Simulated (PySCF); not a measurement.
C8H10Si2.
Bonds: Si1–C2, C2–C3 (triple), C3–Si4, Si4–C5, C5–C6 (aromatic), C6–C7 (aromatic), C7–C8 (aromatic), C8–C9 (aromatic), C9–C10 (aromatic), C5–C10 (aromatic). Hydrogens: H11, H12, H13 on Si1; H14, H15 on Si4; H16 on C6; H17 on C7; H18 on C8; H19 on C9; H20 on C10.

Theory: PBE0-D3(BJ)/def2-SVP geometry optimisation, gas phase (PySCF 2.14.0).

**Question.** What internal coordinates does the optimisation give?

**Answer.** 
```json
{"bond": "Si1–C2", "length (Å)": "1.835", "order": "single"}
{"bond": "C2≡C3", "length (Å)": "1.225", "order": "triple"}
{"bond": "C3–Si4", "length (Å)": "1.839", "order": "single"}
{"bond": "Si4–C5", "length (Å)": "1.875", "order": "single"}
{"bond": "C5–C6, C5–C10", "length (Å)": "1.403", "order": "aromatic"}
{"bond": "C6–C7, C9–C10", "length (Å)": "1.394", "order": "aromatic"}
{"bond": "C7–C8, C8–C9", "length (Å)": "1.394", "order": "aromatic"}
{"bond": "Si1–H11, Si1–H12, Si1–H13", "length (Å)": "1.492", "order": "single"}
{"bond": "Si4–H14, Si4–H15", "length (Å)": "1.494", "order": "single"}
{"bond": "C6–H16, C10–H20", "length (Å)": "1.094", "order": "single"}
{"bond": "C7–H17, C9–H19", "length (Å)": "1.093", "order": "single"}
{"bond": "C8–H18", "length (Å)": "1.093", "order": "single"}
```

Bonds in one row agree within 0.01 Å and their mean is given. Orders are formal, as drawn. A selection of angles:
```json
{"angle": "C2–Si1–H11", "degrees": "109.4"}
{"angle": "H11–Si1–H12", "degrees": "109.6"}
{"angle": "Si1–C2–C3", "degrees": "179.2"}
{"angle": "C2–C3–Si4", "degrees": "178.0"}
{"angle": "C3–Si4–C5", "degrees": "109.4"}
{"angle": "C3–Si4–H14", "degrees": "108.1"}
{"angle": "C3–Si4–H15", "degrees": "109.3"}
{"angle": "C5–Si4–H14", "degrees": "111.5"}
{"angle": "C5–Si4–H15", "degrees": "110.4"}
{"angle": "H14–Si4–H15", "degrees": "108.1"}
{"angle": "Si4–C5–C6", "degrees": "121.3"}
{"angle": "Si4–C5–C10", "degrees": "120.1"}
{"angle": "C6–C5–C10", "degrees": "118.6"}
{"angle": "C5–C6–C7", "degrees": "120.7"}
{"angle": "C5–C6–H16", "degrees": "119.7"}
{"angle": "C7–C6–H16", "degrees": "119.6"}
{"angle": "C6–C7–C8", "degrees": "120.1"}
{"angle": "C6–C7–H17", "degrees": "119.9"}
{"angle": "C8–C7–H17", "degrees": "120.1"}
{"angle": "C7–C8–C9", "degrees": "119.9"}
{"angle": "C7–C8–H18", "degrees": "120.1"}
```

Dihedral angles: C3–Si4–C5–C6 18° (synperiplanar). The mirror-image conformer, all signs reversed, is as good.

Si4 (SiH2 silicon) is tetrahedral (angles from 108.1° to 111.5°). The 6-membered ring C5–C6–C7–C8–C9–C10 has internal angles of 118.6° to 120.8°; it is planar, 0.00 Å rms from its mean plane, widest ring torsion 0°. Si1 (SiH3 silicon) is tetrahedral (angles from 109.4° to 109.6°). The 7 C–C bonds span 1.225 Å (C2≡C3, drawn triple) to 1.403 Å (C5–C10, aromatic), a spread of 0.178 Å. Of the pairs four or more bonds apart, C3···H16 is among the closest relative to their van der Waals radii: 2.78 Å, 96 % of the sum of Bondi's values. The 3 C–Si bonds span 1.835 Å (Si1–C2, drawn single) to 1.875 Å (Si4–C5, drawn single), a spread of 0.040 Å.

Point group: C1 (no symmetry element, even within 0.4 Å). Stationary, but not proved a minimum. One conformer, not necessarily the lowest.
